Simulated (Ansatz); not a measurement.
C11H13FTi (`[CH3][Ti]12345678([F])([C@H]9[C@@H]1[C@@H]2[C@@H]3[C@H]94)[C@H]1[C@@H]5[C@@H]6[C@@H]7[C@H]18`), relaxed with RKS PBE0-D4/def2-TZVP in the Gaussian-basis code of Ansatz from a GFN2-xTB geometry. The force threshold is 0.005 eV/Å; the program also tests the step.

The species carries charge 0 and has multiplicity 1.

Start:

```xyz
26

C     1.821   -1.203   -0.650
Ti    0.376    0.094    0.166
F     1.621    0.875    1.111
C     0.215   -1.399    2.000
C    -0.468   -1.969    0.896
C    -1.593   -1.168    0.626
C    -1.596   -0.099    1.546
C    -0.488   -0.249    2.398
C    -0.467    2.235   -0.478
C    -1.340    1.276   -1.032
C    -0.612    0.494   -1.945
C     0.705    1.013   -2.001
C     0.785    2.095   -1.106
H     2.209   -1.894    0.105
H     2.676   -0.616   -1.004
H     1.437   -1.795   -1.489
H     1.073   -1.822    2.508
H    -0.263   -2.938    0.459
H    -2.387   -1.413   -0.069
H    -2.385    0.631    1.672
H    -0.249    0.375    3.249
H    -0.744    3.028    0.206
H    -2.409    1.229   -0.872
H    -1.025   -0.248   -2.619
H     1.462    0.733   -2.722
H     1.646    2.733   -0.956
```

| step | energy (eV) | largest force (eV/Å) | largest move (Å) |
| --- | --- | --- | --- |
| 1 | -37437.4254 | 1.624 | 0.000 |
| 2 | -37437.6874 | 0.771 | 0.193 |
| 3 | -37437.7798 | 0.464 | 0.058 |
| 4 | -37437.7930 | 0.163 | 0.054 |
| 5 | -37437.7954 | 0.073 | 0.055 |
| 6 | -37437.7965 | 0.035 | 0.021 |
| 7 | -37437.7977 | 0.019 | 0.030 |
| 8 | -37437.7999 | 0.116 | 0.106 |
| 9 | -37437.8010 | 0.097 | 0.030 |
| 10 | -37437.8026 | 0.115 | 0.135 |
| 11 | -37437.8039 | 0.059 | 0.022 |
| 12 | -37437.8051 | 0.039 | 0.021 |
| 13 | -37437.8059 | 0.019 | 0.041 |
| 14 | -37437.8063 | 0.071 | 0.073 |
| 15 | -37437.8068 | 0.037 | 0.008 |
| 16 | -37437.8070 | 0.010 | 0.013 |
| 17 | -37437.8071 | 0.007 | 0.021 |
| 18 | -37437.8071 | 0.006 | 0.016 |
| 19 | -37437.8071 | 0.005 | 0.002 |

End:

```xyz
26

C     1.889   -1.029   -0.521
Ti    0.292    0.201    0.241
F     1.374    1.157    1.340
C     0.190   -1.505    1.940
C    -0.433   -2.020    0.778
C    -1.579   -1.252    0.527
C    -1.653   -0.243    1.519
C    -0.573   -0.427    2.402
C    -0.308    2.353   -0.602
C    -1.344    1.470   -0.957
C    -0.818    0.518   -1.855
C     0.542    0.824   -2.061
C     0.856    1.955   -1.285
H     2.304   -1.608    0.306
H     2.665   -0.357   -0.896
H     1.605   -1.717   -1.320
H     1.121   -1.847    2.365
H    -0.082   -2.851    0.188
H    -2.274   -1.394   -0.286
H    -2.419    0.512    1.606
H    -0.317    0.217    3.230
H    -0.376    3.157    0.115
H    -2.361    1.511   -0.600
H    -1.356   -0.300   -2.308
H     1.221    0.282   -2.697
H     1.836    2.392   -1.169
```

Hardware: 11 threads of an AMD EPYC 7R13 on a shared host and a whole NVIDIA H100 80 GB. Wall time 30 s, peak host memory 1.4 GiB.
